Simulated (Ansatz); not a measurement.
# Four-centre ligand exchange

Start structure (AlH$_{5}$O$_{3}$, closed shell), relaxed at PBE0-D4/def2-TZVP:

```
9
angstrom
Al -0.0977 -0.3438 -0.5242
H 0.3421 -1.8373 -0.8245
O 0.1472 0.7381 -1.8205
O -1.3438 -0.0325 0.6452
H 1.7371 -0.5860 1.2306
O 1.1395 0.1214 0.9662
H -0.1139 1.6559 -1.7889
H -2.2743 0.0583 0.4587
H 0.4636 0.2257 1.6575
```

The step: AlH₃O₂ ([OH][AlH][OH]) + H₂O → AlH₃O₃ ([OH][Al]([OH])[OH]) + H₂; bonds formed: H2–H5; dative contacts that become bonds: Al1–O6; bonds broken: Al1–H2, H5–O6. Program: Ansatz 0.2.0. Basis: def2-TZVPP and def2-QZVPP. Cores are frozen in the correlated methods. Extrapolation: Hartree–Fock as exp(−7.88 √X), correlation as X^−2.97. Energies below are by CCSD(T) at an estimated basis limit (MP2 extrapolated from triple and quadruple zeta, plus CCSD(T) − MP2 in triple zeta).

Problem. What are the electronic barrier and the energy of the step, from the start structure to the end structure? (To be estimated.)

Solution. By the calculation: Barrier 0.819 eV; step energy -0.304 eV (downhill); reverse barrier, their difference, 1.123 eV. Barrier and step energy count from the start structure, the reverse barrier from the end structure.

The saddle point: One imaginary mode of 1183i cm⁻¹.
```csv
pair,start (Å),saddle (Å),end (Å)
Al1–O6,1.99,1.84,1.69
H2–H5,2.78,1.08,0.75
Al1–H2,1.59,1.76,2.40
H5–O6,0.96,1.22,3.06
```

Zero-point energy (harmonic, PBE0-D4): ZPE is 1.631 eV at the start and 1.509 eV at the saddle, so the barrier goes from 0.819 to 0.697 eV.

First-order rate constant out of the start structure at 698 K by transition-state theory, with harmonic vibrational free energies alone and no tunnelling: ΔA‡ = 0.757 eV, so k = (kB T/h) exp(−ΔA‡/kB T) ≈ 10^8 s⁻¹ (an order of magnitude at best: rotation, the number of equivalent paths and anharmonicity are left out).

The T1 diagnostic stays at or below 0.013.

The step is the kind of ligand exchange by which a precursor binds to a hydroxyl group, or is hydrolysed, in atomic layer deposition of oxides.

Labels in which every atom is bracketed show which atoms are joined, not bond orders.

For scale, one of the runs: CCSD(T)/def2-TZVPP, 205 basis functions, launched by `ansatz run in.yaml --threads 4 --pin off --events-out ev --progress --plain --max-ram 9574MiB`. Hardware: 4 CPU threads of an Arm Neoverse V2, shared host. Wall time 50 s; peak host memory 2.7 GiB.
